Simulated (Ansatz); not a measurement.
Consider the cleavage of the Si–Si bond: `O[Si](O)([SiH3])Br` + `[NH2][Sc]([OH])[OH]` → `[NH2][Sc]([OH])[O][SiH3]` + `O[SiH](O)Br`.

Gas-phase electronic energies from Ansatz, PBE0-D4/def2-TZVP geometries. CCSD(T)/CBS adds triple-zeta CCSD(T) − MP2 to the extrapolated MP2 energy (def2 sets, frozen cores). DFT in def2-TZVPP. For Br, Sc outer-core shells are correlated without core-valence functions, which leaves a few kJ/mol of doubt a bond. Scalar relativity is left out up to krypton. Each species was taken in one conformer, which may not be the lowest.

`O[Si](O)([SiH3])Br`:

Z-matrix (Å, degrees):
```
Si
O 1 1.638
Si 1 2.331 2 115.0
O 1 1.627 2 108.8 3 120.8
Br 1 2.247 2 106.4 3 -119.5
H 2 0.959 1 117.5 3 92.2
H 3 1.486 1 110.4 2 61.0
H 3 1.487 1 108.2 2 -58.5
H 3 1.485 1 109.7 2 -177.8
H 4 0.960 1 118.3 2 50.5
```

`[NH2][Sc]([OH])[OH]`:

```xyz
8

N    -1.068   -1.257   -0.089
Sc    0.216    0.255    0.018
O     0.475    1.007    1.716
O     1.032    0.768   -1.590
H    -1.590   -1.654    0.682
H    -1.319   -1.770   -0.924
H     0.723    1.500    2.491
H     1.530    1.152   -2.304
```

`[NH2][Sc]([OH])[O][SiH3]`:

Cartesian coordinates in Å:
```
N -0.866 1.265 2.010
Sc 0.238 -0.074 1.057
O 1.379 -1.123 2.101
O 0.042 -0.179 -0.836
Si -0.072 -0.334 -2.449
H -1.529 1.904 1.588
H -0.873 1.436 3.007
H 2.011 -1.744 2.449
H -1.249 -1.171 -2.816
H 1.148 -0.979 -3.012
H -0.230 0.998 -3.099
```

`O[SiH](O)Br`:

Z-matrix (Å, degrees):
```
Si
O 1 1.631
Br 1 2.230 2 107.4
O 1 1.621 2 109.9 3 -121.9
H 1 1.469 2 113.6 3 119.3
H 2 0.958 1 117.9 3 -25.3
H 4 0.959 1 118.6 2 53.3
```

```tsv
level	ΔE (kcal/mol)
r2SCAN0-D4	-27.6
HF/def2-QZVPP	-36.2
```

(1) What does CCSD(T)/CBS give? (An estimate is asked.)

Largest T1 diagnostic among the species: 0.016.

## Answers

(1) The calculation gave: -28.2 kcal/mol. The listed levels differ from it by 0.6, -8.0 kcal/mol.

In def2-TZVPP, CCSD(T) changes the Hartree–Fock value by +6.9 kcal/mol (the triples alone add +0.9 kcal/mol) and MP2 by +5.6 kcal/mol. From r2SCAN to r2SCAN0 (25 % exact exchange), in def2-TZVPP and without D4, ΔE moves by −1.0 kcal/mol.
